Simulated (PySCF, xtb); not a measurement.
2-methylbut-1-ene (C5H10), SMILES C=C(C)CC.

GFN2-xTB (xtb) at its own geometry gives an orbital gap of 5.29 eV and a dipole moment of 0.64 D.

Geometry optimised at PBE0-D3(BJ)/def2-SVP. One conformer was computed; it need not be the lowest.

Question: What does PBE/def2-TZVP in PySCF give? (The exact figures need the calculation; the answer reports its results.)

Answer: gap 5.35 eV (levels -5.91 and -0.56 eV), dipole 0.58 D.
